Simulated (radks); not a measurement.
The numbers below are computed, except where a source is named.
Task: Valence configurations of neutral arsenic (all share [Ar]). Code: a radial shooting solver on a logarithmic mesh with Libxc functionals. Model: Dirac Kohn-Sham, BLYP, spin-unpolarised, spherical densities, finite nucleus; open shells fill j = l - 1/2 first; Fermi nuclear charge, rms radius 4.0968 fm. Order these by energy: 3d10 4s2 4p3; 3d7 4s2 4p6; 3d9 4s2 4p4; 3d9.5 4s2 4p3.5; 3d9 4s1 4p5; 3d10 4p5; 3d8 4s2 4p5; 3d7.5 4s2 4p5.5; 3d10 4s1 4p4.

Result: From the lowest, in eV above it: 3d10 4s2 4p3 0.000; 3d10 4s1 4p4 9.550; 3d9.5 4s2 4p3.5 18.738; 3d10 4p5 19.358; 3d9 4s2 4p4 39.838; 3d9 4s1 4p5 50.383; 3d8 4s2 4p5 89.399; 3d7.5 4s2 4p5.5 117.99; 3d7 4s2 4p6 149.21. NIST lists [Ar] 3d10 4s2 4p3 as the ground configuration; this level of theory agrees among the configurations tried. The energies are those of spherical spin-averaged densities, not of single terms.
